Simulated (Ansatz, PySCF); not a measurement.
Species: MgO (charge 0, singlet). 
Geometry from a B3LYP-D3(BJ)/def2-TZVP (Ansatz, a program for electronic structure) optimisation:
SMILES: [O]=[Mg]
```xyz
2

Mg     0.0000     0.0000    -0.6958
O      0.0000     0.0000     1.0436
```
Charge 0, spin multiplicity 1.

Total electronic energies in hartree. Correlated levels leave the core frozen unless marked. Spin-orbit coupling is left out. No relativistic terms. Basis-set limits of correlation are two-point, X^-3; Hartree-Fock from the larger set. [CCSD(T)-MP2]/basis is that difference in the basis named. The program attaches cautions to a run behind HF/6-31G: other roots. The program attaches cautions to a run behind MP2/6-31G: other roots. The program attaches cautions to a run behind MP2/6-31G*: other roots. The program attaches cautions to a run behind SCS-MP2/6-31G: other roots. The program attaches cautions to a run behind CCSD/STO-3G: other roots. The program attaches cautions to a run behind CCSD/6-31G*: other roots.

The Hartree-Fock reference is unstable (checked in the largest basis), which strains HF and MP2. The T1 diagnostic of CCSD in the largest basis is 0.049, which is high, so the coupled-cluster rows are less sure than usual.

```csv
level,program,energy (Eh)
HF/6-31G,Ansatz,-274.30221
RI-HF/def2-TZVPPD,Ansatz,-274.37611
RI-HF/def2-QZVPPD,Ansatz,-274.38912
BLYP-D4/def2-TZVPD,Ansatz + dftd4,-275.27023
BP86-D3(BJ)/def2-TZVPD,PySCF + dftd3,-275.27661
B3LYP/def2-TZVPD,Ansatz,-275.27132
TPSSh/def2-TZVPD,PySCF,-275.25841
r2SCAN0/def2-TZVPD,Ansatz,-275.15309
HSE06-D3(BJ)/def2-TZVPD,Ansatz + dftd3,-275.04743
LC-wPBE-D4/def2-TZVPD,Ansatz + dftd4,-275.10967
MP2/6-31G,Ansatz,-274.50640
MP2/6-31G*,Ansatz,-274.59206
RI-MP2/def2-TZVPPD,Ansatz,-274.70343
SCS-MP2/6-31G,Ansatz,-274.50095
SCS-MP2/def2-SVP,Ansatz,-274.46408
CCSD/STO-3G,Ansatz,-270.87909
CCSD/6-31G*,Ansatz,-274.57775
CCSD/def2-SVPD,Ansatz,-274.47673
CCSD/def2-TZVPP,Ansatz,-274.67803
CCSD/def2-QZVPPD,Ansatz,-274.71120
CCSD(T)/def2-QZVPPD,Ansatz,-274.73613
"RI-MP2/CBS(def2-TZVPP,def2-QZVPP)+[CCSD(T)-MP2]/def2-TZVPP",Ansatz,-274.7542
"CCSD(T)/CBS(def2-TZVPPD,def2-QZVPPD)",Ansatz,-274.7492
```

Totals of different functionals don't rank their quality; only differences between species are comparable.
